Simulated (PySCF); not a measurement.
Ligands exchanged one at a time, Sn Br-OCH3. Isolated molecules, 0 K electronic values unless said otherwise. One relaxed conformer stands for each flexible species; it need not be the lowest. Strings in code marks are SMILES.

These are TPSSh-D3(BJ)/def2-TZVP // CAM-B3LYP-D3(BJ)/def2-SVP (PySCF) values and carry that method's errors. Excitations are Tamm–Dancoff values on a coarser integration grid. The basis has no diffuse functions, so Rydberg states are missing or too high.

```json
[
 {"species": "0 of 4 Br replaced by OCH3 (`[Br][Sn]([Br])([Br])[Br]`)", "S1–T1 gap (TDA) (eV)": "–", "brightest of the four lowest singlets (TDA) (eV)": "4.29", "S1 oscillator strength": "0.000", "HOMO (eV)": "-8.26"},
 {"species": "1 of 4 Br replaced by OCH3 (`C[O][Sn]([Br])([Br])[Br]` (C–O–Sn–Br torsion 61°))", "S1–T1 gap (TDA) (eV)": "0.28", "brightest of the four lowest singlets (TDA) (eV)": "–", "S1 oscillator strength": "0.006", "HOMO (eV)": "-7.71"},
 {"species": "2 of 4 Br replaced by OCH3 (`C[O][Sn]([Br])([Br])[O]C` (C–O–Sn–Br torsion -174°, Br–Sn–O–C torsion 65°))", "S1–T1 gap (TDA) (eV)": "0.30", "brightest of the four lowest singlets (TDA) (eV)": "–", "S1 oscillator strength": "[?]", "HOMO (eV)": "[?]"},
 {"species": "4 of 4 Br replaced by OCH3", "S1–T1 gap (TDA) (eV)": "0.34", "brightest of the four lowest singlets (TDA) (eV)": "4.83", "S1 oscillator strength": "[?]", "HOMO (eV)": "-7.08"}
]
```

Question: What belongs in the gaps?

Answer: 
- 2 of 4 Br replaced by OCH3 (`C[O][Sn]([Br])([Br])[O]C` (C–O–Sn–Br torsion -174°, Br–Sn–O–C torsion 65°)), S1 oscillator strength: 0.006
- 2 of 4 Br replaced by OCH3 (`C[O][Sn]([Br])([Br])[O]C` (C–O–Sn–Br torsion -174°, Br–Sn–O–C torsion 65°)), HOMO (eV): -7.52
- 4 of 4 Br replaced by OCH3, S1 oscillator strength: 0.000
